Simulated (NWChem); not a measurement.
System: BHCl, doublet; SMILES [BH]Cl

NWChem input:

```
start job
memory heap 200 mb stack 900 mb global 1100 mb
geometry units angstroms noautosym nocenter noautoz
  B      0.132808     1.202989     0.000000
  Cl     0.022959    -0.512221     0.000000
  H     -0.831785     1.928546     0.000000
end
basis spherical
  B library pcj-1
  Cl library pcj-1
  H library pcj-1
end
dft
  odft
  mult 2
  xc b3lyp
  iterations 150
end
property
  hyperfine
end
task dft property
```

Output (shortened):

```
             Northwest Computational Chemistry Package (NWChem) 7.3.0
             --------------------------------------------------------

                             Geometry "geometry" -> ""
                             -------------------------

 Output coordinates in angstroms (scale by  1.889725989 to convert to a.u.)

  No.       Tag          Charge          X              Y              Z
 ---- ---------------- ---------- -------------- -------------- --------------
    1 B                    5.0000     0.13280800     1.20298900     0.00000000
    2 Cl                  17.0000     0.02295900    -0.51222100     0.00000000
    3 H                    1.0000    -0.83178500     1.92854600     0.00000000

 Effective nuclear repulsion energy (a.u.)      31.8413141137

                              NWChem Property Module
                              ----------------------

  itol2e modified to match energy
  convergence criterion.

                                 NWChem DFT Module
                                 -----------------

 Summary of "ao basis" -> "ao basis" (spherical)
 ------------------------------------------------------------------------------
       Tag                 Description            Shells   Functions and Types
 ---------------- ------------------------------  ------  ---------------------
 B                           pcj-1                  11       27   5s4p2d
 Cl                          pcj-1                  13       31   6s5p2d
 H                           pcj-1                   6       10   4s2p

  itol2e modified to match energy
  convergence criterion.

            General Information
            -------------------
          SCF calculation type: DFT
          Wavefunction type:  spin polarized.
          No. of atoms     :     3
          No. of electrons :    23
           Alpha electrons :    12
            Beta electrons :    11
          Charge           :     0
          Spin multiplicity:     2
          Use of symmetry is: off; symmetry adaption is: off
          Maximum number of iterations: 150
          AO basis - number of functions:    68
                     number of shells:    30
          Convergence on energy requested:  1.00D-07
          Convergence on density requested:  1.00D-05
          Convergence on gradient requested:  5.00D-04

              XC Information
              --------------
                         B3LYP Method XC Potential
                     Hartree-Fock (Exact) Exchange  0.200
                        Slater Exchange Functional  0.800 local
                    Becke 1988 Exchange Functional  0.720 non-local
              Lee-Yang-Parr Correlation Functional  0.810
                  VWN I RPA Correlation Functional  0.190 local

             Grid Information
             ----------------
          Grid used for XC integration:  fine
          Radial quadrature: Mura-Knowles
          Angular quadrature: Lebedev.
          Tag              B.-S. Rad. Rad. Pts. Rad. Cut. Ang. Pts.
          ---              ---------- --------- --------- ---------
          B                   0.85       70           7.0       590
          Cl                  1.00      123           9.0       770
          H                   0.35       60           8.0       590
          Grid pruning is: on
          Number of quadrature shells:   253
          Spatial weights used:  Erf1

      Superposition of Atomic Density Guess
      -------------------------------------

 Sum of atomic energies:        -484.26414558

      Non-variational initial energy
      ------------------------------

 Total energy =    -484.651233
 1-e energy   =    -730.511448
 2-e energy   =     214.018901
 HOMO         =      -0.093479
 LUMO         =       0.001568

   convergence    iter        energy       DeltaE   RMS-Dens  Diis-err
 ---------------- ----- ----------------- --------- --------- ---------
 d= 0,ls=0.0,diis     1   -485.3168364141 -5.17D+02  7.26D-03  3.04D-01
                                                     3.67D-03  2.88D-01
 d= 0,ls=0.0,diis     2   -485.3276175417 -1.08D-02  4.50D-03  5.58D-02
                                                     3.97D-03  5.63D-02
 d= 0,ls=0.0,diis     3   -485.3371331021 -9.52D-03  2.23D-03  4.79D-02
                                                     1.79D-03  4.28D-02
 d= 0,ls=0.0,diis     4   -485.3634642063 -2.63D-02  3.65D-04  4.32D-04
                                                     1.84D-04  3.36D-04
 d= 0,ls=0.0,diis     5   -485.3636377421 -1.74D-04  8.66D-05  1.99D-05
                                                     6.95D-05  2.12D-05
  Resetting Diis
 d= 0,ls=0.0,diis     6   -485.3636526199 -1.49D-05  2.67D-05  1.48D-06
                                                     2.43D-05  2.06D-06
 d= 0,ls=0.0,diis     7   -485.3636544949 -1.87D-06  1.14D-05  2.23D-07
                                                     6.52D-06  1.09D-07
 d= 0,ls=0.0,diis     8   -485.3636546591 -1.64D-07  3.53D-06  7.56D-08
                                                     3.86D-06  1.15D-07
 d= 0,ls=0.0,diis     9   -485.3636547083 -4.92D-08  3.08D-06  2.21D-08
                                                     1.90D-06  1.08D-08

         Total DFT energy =     -485.363654708295
      One electron energy =     -731.389135700616
           Coulomb energy =      246.825520183117
    Exchange-Corr. energy =      -32.641353304465
 Nuclear repulsion energy =       31.841314113670

 Numeric. integr. density =       23.000000086566

[...]

          ----------------------
          Hyperfine Interactions
          ----------------------

 Total Spin Density (Fermi Contact Term)
 ------------------ --------------------
     Atom            x         y         z       Density (a.u.)      Aiso(MHz)     Aiso(Gauss)
     1  11-B      0.25097   2.27332   0.00000       0.363175        520.926342     185.879158
     2  35-Cl     0.04339  -0.96796   0.00000       0.064143         28.124286      10.035428
     3   1-H     -1.57185   3.64442   0.00000       0.030060        134.365558      47.944891

           -------------------------------------------
           Anisotropic Interaction (Spin-Dipolar Term)
           -------------------------------------------

 ------------------------------------------------------------
     Atom            x         y         z
 ------------------------------------------------------------
     1  11-B      0.25097   2.27332   0.00000

   Spin-Dipolar term (a.u.)
        xx             yy             zz             xy             xz             yz
 ------------------------------------------------------------------------------------------
       0.398503      -0.169129      -0.229374       0.210942       0.000000       0.000000

   Principal Comp. of -hf- tensor (au)            Anisotropic -hfcc- (MHz)               Anisotropic -hfcc- (Gauss)
 --------------------------------------------------------------------------------------------------------------------------
      0.468309    -0.238935    -0.229374      80.181380   -40.909147   -39.272232      28.610662   -14.597376   -14.013285

   Orientation of the principal axis of Hyperfine Tensor w.r.t absolute (molecular) frame
 --------------------------------------------------------------------------------------------------------------------------
      0.949368    -0.314167    -0.000000
      0.314167     0.949368    -0.000000
      0.000000     0.000000     1.000000

 ------------------------------------------------------------
     Atom            x         y         z
 ------------------------------------------------------------
     2  35-Cl     0.04339  -0.96796   0.00000

   Spin-Dipolar term (a.u.)
        xx             yy             zz             xy             xz             yz
 ------------------------------------------------------------------------------------------
       0.604547      -0.138795      -0.465752       0.509608       0.000000       0.000000

   Principal Comp. of -hf- tensor (au)            Anisotropic -hfcc- (MHz)               Anisotropic -hfcc- (Gauss)
 --------------------------------------------------------------------------------------------------------------------------
      0.863622    -0.397870    -0.465752      45.199907   -20.823561   -24.376346      16.128424    -7.430352    -8.698072

   Orientation of the principal axis of Hyperfine Tensor w.r.t absolute (molecular) frame
 --------------------------------------------------------------------------------------------------------------------------
      0.891419    -0.453179    -0.000000
      0.453179     0.891419     0.000000
      0.000000    -0.000000     1.000000

 ------------------------------------------------------------
     Atom            x         y         z
 ------------------------------------------------------------
     3   1-H     -1.57185   3.64442   0.00000

   Spin-Dipolar term (a.u.)
        xx             yy             zz             xy             xz             yz
 ------------------------------------------------------------------------------------------
       0.022364       0.006372      -0.028736      -0.021823       0.000000       0.000000

   Principal Comp. of -hf- tensor (au)            Anisotropic -hfcc- (MHz)               Anisotropic -hfcc- (Gauss)
 --------------------------------------------------------------------------------------------------------------------------
      0.037609    -0.008874    -0.028736      20.066626    -4.734680   -15.331946       7.160259    -1.689449    -5.470810

   Orientation of the principal axis of Hyperfine Tensor w.r.t absolute (molecular) frame
 --------------------------------------------------------------------------------------------------------------------------
      0.819769     0.572694    -0.000000
     -0.572694     0.819769    -0.000000
      0.000000     0.000000     1.000000
```

Level: B3LYP/pcJ-1, spin-unrestricted, contact and dipolar terms. In the optimisation the excess spin sits in a' (Cs, its own frame). Geometry: optimised at PBE0/def2-SVP, spin-unrestricted. No stability test was run on the SCF state.
